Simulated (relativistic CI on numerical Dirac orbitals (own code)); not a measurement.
# Nb⁺: M2,3 absorption edge

Computed with this model: Dirac-Coulomb-Breit CI, KLI orbitals optimised for each configuration, model QED, valence Slater integrals scaled by 0.8, multiplet model of core-to-valence dipole absorption; configurations [Kr] 4d4 → [Ne] 3s2 3p5 3d10 4s2 4p6 4d5; 300 K; Lorentzian 1.2 eV and Gaussian 0.4 eV FWHM. Energies are those of the free ion, without screening or charge transfer. The branching ratio is the share of the lower-energy edge in the whole absorption, uncertain by about 0.02 where the edges overlap. S is read from ⟨S²⟩ = S(S + 1).

Field parameters in Wybourne normalisation: D4h B²₀ = −7Ds, B⁴₀ = 21(Dq − Dt), B⁴₄ = 21√(5/14) Dq. The field is a parameter set, without covalency.

free ion: ground-state S = 1.99, centroid 368.19 eV, branching ratio 0.791. Peaks (eV, height): 363.5 (45), 365.0 (100), 381.0 (28).

D4h, 10Dq = 20250, Ds = -1500, Dt = 700 cm⁻¹: ground-state S = 1.00, centroid 369.46 eV, branching ratio 0.729. Peaks (eV, height): 365.0 (100), 380.8 (37).

D4h, 10Dq = 20250, Ds = -210, Dt = 700 cm⁻¹: ground-state S = 1.00, centroid 369.38 eV, branching ratio 0.731. Peaks (eV, height): 365.0 (100), 380.2 (36).

D4h, 10Dq = 20250, Ds = 430, Dt = 700 cm⁻¹: ground-state S = 1.00, centroid 369.29 eV, branching ratio 0.735. Peaks (eV, height): 364.8 (100), 380.0 (37), 381.2 (31).

D4h, 10Dq = 20250, Ds = 1070, Dt = 700 cm⁻¹: ground-state S = 1.27, centroid 368.55 eV, branching ratio 0.779. Peaks (eV, height): 364.5 (100), 380.0 (27).

D4h, 10Dq = 20250, Ds = 1710, Dt = 700 cm⁻¹: ground-state S = 1.74, centroid 368.64 eV, branching ratio 0.777. Peaks (eV, height): 364.5 (100), 380.2 (29).

The statistical ratio of this edge is 2/3 = 0.667. Values above it arise where the holes sit mainly in the j = l + 1/2 valence subshell or the ground state has high spin; values below it where core-valence Coulomb terms move weight to the upper edge, as in nearly empty shells.

Strongest unbroadened transitions for D4h, 10Dq = 20250, Ds = -210, Dt = 700 cm⁻¹:

| Energy (eV) | Relative strength |
| --- | --- |
| 364.02 | 51.1 |
| 364.03 | 92.3 |
| 364.22 | 41.1 |
| 364.45 | 22.9 |
| 364.61 | 40.0 |
| 364.79 | 100.0 |
| 364.83 | 60.6 |
| 365.49 | 48.8 |
| 365.50 | 46.3 |
| 365.52 | 30.1 |
| 365.59 | 25.0 |
| 365.64 | 26.6 |
| 379.90 | 61.0 |
| 379.92 | 42.1 |
| 380.08 | 36.4 |
| 380.46 | 45.1 |
| 380.47 | 28.4 |
| 381.34 | 28.6 |
